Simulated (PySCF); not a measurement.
Compound: C5H10OS.
Atom-mapped SMILES: `[O:1]=[S:2]1[CH2:3][CH2:4][CH2:5][CH2:6][CH2:7]1` (hydrogens: H8, H9 on C3; H10, H11 on C4; H12, H13 on C5; H14, H15 on C6; H16, H17 on C7)

Geometry (PBE0-D3(BJ)/def2-SVP, Å), atoms numbered from 1 in this order:
```xyz
17
C5H10OS angstrom
O      2.6559    0.6260    0.1574
S      1.3829    0.3527   -0.5913
C      0.0289    1.0781    0.3988
C     -1.3431    0.6150   -0.0647
C     -1.5437   -0.8891    0.0941
C     -0.4968   -1.7046   -0.6585
C      0.9236   -1.3778   -0.2258
H      0.1642    2.1662    0.3064
H      0.2541    0.7947    1.4406
H     -2.1136    1.1630    0.5015
H     -1.4832    0.8983   -1.1231
H     -2.5508   -1.1668   -0.2548
H     -1.5029   -1.1489    1.1668
H     -0.6757   -2.7820   -0.5113
H     -0.5960   -1.5245   -1.7438
H      1.0845   -1.4930    0.8591
H      1.6784   -1.9856   -0.7471
```

Computed with PySCF at PBE0/def2-SVPD, non-relativistic, on one gas-phase PBE0-D3(BJ)/def2-SVP geometry that isn't relaxed in the solvent. The solvent is an IEF-PCM continuum (van der Waals radii × 1.2), and excitations are vertical TDDFT with non-equilibrium linear response and a frozen core. The model holds no explicit solvent molecules, cavitation or dispersion.

| run | E − E(gas) (kJ/mol) | HOMO (eV) | HOMO–LUMO gap (eV) | dipole (D) | lowest singlet (eV) | static polarisability (au) |
| --- | --- | --- | --- | --- | --- | --- |
| gas | 0.00 | -6.56 | 6.85 | 4.89 | 5.60 | 82.5 |
| P | -40.52 | -6.86 | 7.30 | 6.59 | 5.80 | 114.8 |
| Q | -34.82 | -6.81 | 7.28 | 6.34 | 5.79 | 109.1 |

Task: The runs were made in dichloromethane and dimethylsulfoxide. Which run belongs to which solvent?

Result: P = dimethylsulfoxide, Q = dichloromethane. The dielectric constants are 8.93 (dichloromethane), 46.83 (dimethylsulfoxide), and the energy falls further as ε rises. The optical constants n² used for the excitations are 2.03, 2.19 in the same order. In this model the ground state sees the solvent through ε alone.

Task: How constant is the ratio of the lowering to (ε − 1)/(2ε + 1)?

Result: 
| solvent | (ε − 1)/(2ε + 1) | E − E(gas) (kJ/mol) | ratio (kJ/mol) | polarisation term (kJ/mol) |
| --- | --- | --- | --- | --- |
| dichloromethane | 0.420 | -34.82 | -82.8 | -42.14 |
| dimethylsulfoxide | 0.484 | -40.52 | -83.7 | -50.56 |

The ratio changes by +1.1 % in size from dichloromethane to dimethylsulfoxide. The polarisation term is half the interaction of the solute with the induced surface charges.
